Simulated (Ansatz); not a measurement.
Cost and result up the ladder for GeH2Me(OEt) (C3H10GeO) (15 atoms). The state is a singlet with charge 0. Geometry: PBE0-D4/def2-SVP.

```xyz
15

C    -0.136    0.685    2.710
C    -0.033   -0.319   -1.469
C     1.122   -1.050   -2.117
Ge   -0.938    0.692    0.948
O     0.239   -0.144   -0.104
H    -1.156    2.121    0.398
H    -2.275   -0.085    0.899
H    -0.789    1.192    3.435
H     0.833    1.204    2.680
H     0.029   -0.349    3.042
H    -0.970   -0.896   -1.618
H    -0.186    0.658   -1.973
H     0.939   -1.203   -3.191
H     2.053   -0.474   -1.998
H     1.267   -2.032   -1.642
```

Ansatz on 4 threads of Arm Neoverse V2 on a shared host. Times are rough, and most runs start from the orbitals of an earlier one. ωB97M-V/def2-TZVP serves as the yardstick here, not as an exact answer. Differences are given only for rows in sets of like size (and for xTB, whose basis is part of the method), since another set adds its own error. Binding counts from free atoms at the same level (C triplet, Ge triplet, O triplet, H doublet; other spins of the atoms weren't run), without zero-point energy or a counterpoise term.

Correlated methods freeze 13 core orbitals; core or outer-core shells of Ge are correlated, in sets that lack core-valence functions. The rows differ in basis, and correlated rows in double-zeta sets carry the largest basis error. Another isomer (singlet) lies 1.11 eV lower at PBE0-D4/def2-TZVP; other spin states weren't run for this one.

Correlated methods converge slowly with the basis, most of all in double-zeta sets.

```json
{"level": "MP2/def2-TZVP", "functions": "232", "binding energy per atom (eV)": "3.66", "difference from ωB97M-V/def2-TZVP (eV)": "-0.09"}
{"level": "PBE0-D4/def2-SVP", "functions": "138", "binding energy per atom (eV)": "3.78", "difference from ωB97M-V/def2-TZVP (eV)": "–"}
{"level": "CCSD(T)/def2-SVP", "functions": "138", "binding energy per atom (eV)": "3.59", "difference from ωB97M-V/def2-TZVP (eV)": "–"}
{"level": "r2SCAN-D4/def2-TZVP", "functions": "232", "binding energy per atom (eV)": "3.76", "difference from ωB97M-V/def2-TZVP (eV)": "0.01"}
{"level": "PBE-D4/def2-SVP", "functions": "138", "binding energy per atom (eV)": "3.82", "difference from ωB97M-V/def2-TZVP (eV)": "–"}
{"level": "PBE-D4/def2-TZVP (with forces)", "functions": "232", "binding energy per atom (eV)": "3.80", "difference from ωB97M-V/def2-TZVP (eV)": "0.05"}
{"level": "PBE0-D4/def2-TZVP", "functions": "232", "binding energy per atom (eV)": "3.75", "difference from ωB97M-V/def2-TZVP (eV)": "0.00"}
{"level": "ωB97M-V/def2-TZVP", "functions": "232", "binding energy per atom (eV)": "3.75", "difference from ωB97M-V/def2-TZVP (eV)": "0.00"}
{"level": "BLYP-D4/def2-TZVP", "functions": "232", "binding energy per atom (eV)": "3.73", "difference from ωB97M-V/def2-TZVP (eV)": "-0.02"}
```

Task: Estimate how long each takes.

Result: PBE-D4/def2-SVP 1.2 s; PBE0-D4/def2-SVP 1.8 s; BLYP-D4/def2-TZVP 2.2 s; PBE-D4/def2-TZVP (with forces) 2.7 s; MP2/def2-TZVP 3.4 s; PBE0-D4/def2-TZVP 4.1 s; r2SCAN-D4/def2-TZVP 4.8 s; ωB97M-V/def2-TZVP 11 s; CCSD(T)/def2-SVP 24 s. On shared hardware such times vary by a factor of up to 3.
